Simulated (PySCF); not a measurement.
H10N2Si3, SMILES N[SiH2]N[SiH2][SiH3]. Atoms are numbered in the order given.

```xyz
15

N     -2.8963     0.7634    -0.5322
Si    -2.0344    -0.4512     0.3359
N     -0.4118     0.0983     0.6382
Si     1.1096    -0.7229     0.4131
Si     2.5937     0.7043    -0.7163
H     -3.8901     0.8884    -0.3822
H     -2.6196     1.0478    -1.4647
H     -1.8457    -1.7710    -0.3458
H     -2.8539    -0.6637     1.5700
H     -0.3528     1.0356     1.0312
H      0.8517    -1.9478    -0.4026
H      1.7495    -1.1594     1.6986
H      2.7163     2.0003     0.0260
H      2.0766     1.0089    -2.0878
H      3.9602     0.1065    -0.8424
```

Geometry: PBE0-D3(BJ)/def2-SVP. This is a generated structure with no PubChem entry under its InChIKey; it may be hypothetical. The values are those of a single conformer.

Two levels are set side by side: PBE/pcSseg-1 (PySCF) and B3LYP/pcSseg-1 (PySCF). GIAO shifts against NH3 (¹⁵N), TMS (²⁹Si), TMS (¹H) at the same level; non-relativistic, no solvent, atoms listed together averaged. Differences are taken from unrounded values.

```
quantity                  B3LYP     PBE  PBE minus B3LYP
-----------------------  ------  ------  ---------------
δ(¹⁵N) of N1 (ppm)         28.1    31.8              3.8
δ(²⁹Si) of Si2 (ppm)      -36.6   -33.1              3.5
δ(¹⁵N) of N3 (ppm)         28.6    32.1              3.5
δ(²⁹Si) of Si4 (ppm)      -49.6   -50.1             -0.5
δ(²⁹Si) of Si5 (ppm)     -106.0  -112.4             -6.4
δ(¹H) of H10 (ppm)        -0.08   -0.04             0.04
δ(¹H) of H11, H12 (ppm)    5.19    5.49             0.30
```

Rough cost on one machine, each run with all the roots and properties that it gave: B3LYP against PBE within a factor of 2.
